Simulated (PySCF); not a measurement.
**Mayer bond orders and bond lengths**

Species: C5H8ClF3Si.
Numbering: `[CH2:1]=[C:2]([CH2:3][Cl:4])[C@@H:5]([SiH3:6])[C:7]([F:8])([F:9])[F:10]` (hydrogens: H11, H12 on C1; H13, H14 on C3; H15 on C5; H16, H17, H18 on Si6)

Cartesian coordinates in Å at the GFN2-xTB level; atoms count from 1:
```xyz
18
C5H8ClF3Si angstrom
C      1.0681    1.9341   -0.3737
C      0.6356    0.7856    0.1301
C      1.4620    0.0288    1.1183
Cl     2.1173   -1.4430    0.3323
C     -0.6519    0.1717   -0.3253
Si    -0.4609   -1.3941   -1.4476
C     -1.5760   -0.1681    0.8080
F     -2.8173   -0.4315    0.3629
F     -1.2113   -1.2468    1.5240
F     -1.7080    0.8294    1.7079
H      0.4932    2.4935   -1.0910
H      2.0117    2.3605   -0.0820
H      2.3158    0.6185    1.4485
H      0.8911   -0.3098    1.9817
H     -1.1884    0.9214   -0.9126
H     -0.3748   -2.6084   -0.6515
H      0.6832   -1.1216   -2.3079
H     -1.6983   -1.4138   -2.2336
```

Bond orders from the PBE0/pcSseg-1 density (PySCF). Isolated species at its GFN2-xTB geometry (one conformer only).

**Question.** Where do the orders between heavy atoms depart from those drawn in the SMILES?

**Answer.** The largest departure is 0.213, at C5–Si6 (drawn single, 0.787). Drawn single, order below 0.88: C5–Si6 (0.787).

**Question.** Give the Mayer order of every bond, beside its length.

**Answer.** 
| bond | drawn as | length (Å) | Mayer order |
| --- | --- | --- | --- |
| C1–C2 | double | 1.327 | 1.986 |
| C2–C3 | single | 1.494 | 1.020 |
| C3–Cl4 | single | 1.793 | 0.961 |
| C2–C5 | single | 1.497 | 0.996 |
| C5–Si6 | single | 1.936 | 0.787 |
| C5–C7 | single | 1.501 | 0.995 |
| C7–F8 | single | 1.345 | 0.982 |
| C7–F9 | single | 1.345 | 0.971 |
| C7–F10 | single | 1.350 | 1.001 |
| C1–H11 | single | 1.076 | 0.944 |
| C1–H12 | single | 1.076 | 0.939 |
| C3–H13 | single | 1.089 | 0.937 |
| C3–H14 | single | 1.089 | 0.914 |
| C5–H15 | single | 1.093 | 0.928 |
| Si6–H16 | single | 1.454 | 0.950 |
| Si6–H17 | single | 1.457 | 0.948 |
| Si6–H18 | single | 1.466 | 0.931 |

Bonds between the same two heavy elements. C–C: lowest C5–C7 and C2–C5 (0.995, 1.501 Å), highest C1–C2 (1.986, 1.327 Å). C–F: lowest C7–F9 (0.971, 1.345 Å), highest C7–F10 (1.001, 1.350 Å); in 1 of the 3 pairs the longer bond (by over 0.003 Å) has the higher order (by 0.02 or more). Bonds named together lie within 0.004.

**Question.** Sum the orders of all bonds at each heavy atom with more than one neighbour and set the sums beside the valence in the SMILES.

**Answer.** C1 3.869 (drawn 4), C2 4.002 (drawn 4), C3 3.832 (drawn 4), C5 3.706 (drawn 4), Si6 3.616 (drawn 4), C7 3.949 (drawn 4). Orders between atoms that aren't bonded are not in these sums.

Mayer orders depend on the basis set.
